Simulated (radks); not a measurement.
Question: The table gives one normalised radial function P(r) = r R(r) (large component) of Sr in [Kr] 5s1 5p(1/2: 1, 3/2: 0) (r in bohr). Method: Dirac Kohn-Sham, relativistic LDA (MacDonald-Vosko exchange, VWN5 correlation), spin-unpolarised, spherical densities, finite nucleus; Fermi nuclear charge, rms radius 4.224 fm; computed with a radial shooting solver on a logarithmic mesh with Libxc functionals.

r	P
0.007038	0.0399
0.0111	0.0519
0.01738	0.0594
0.02742	0.0527
0.04327	0.0181
0.06826	-0.0462
0.1077	-0.0987
0.1699	-0.0526
0.2681	0.0989
0.423	0.1397
0.6674	-0.0882
1.053	-0.2598
1.661	0.0096
2.6	0.4385
4.103	0.5266
6.473	0.2622
10.21	0.0470
16.11	0.0020

Which n and l does it have? It may be an empty orbital.

Answer: n = 5, l = 0: the number of nodes gives n - l - 1 = 4, the rise at small r points to l (this Dirac orbital starts outside the nucleus as r^gamma with gamma = sqrt((l + 1)^2 - (Z/c)^2) = 0.96; the j = 1/2 orbital of l + 1 starts with the same power, but with a smaller coefficient, and then steepens), and the extent must fit the shell. The curve is that of 5s1/2. 5s1/2: eigenvalue -4.293 eV, 4 radial nodes at r = 0.0501, 0.202, 0.580, 1.65 bohr, <r> = 4.18 bohr, 90 % of the charge inside 6.20 bohr.
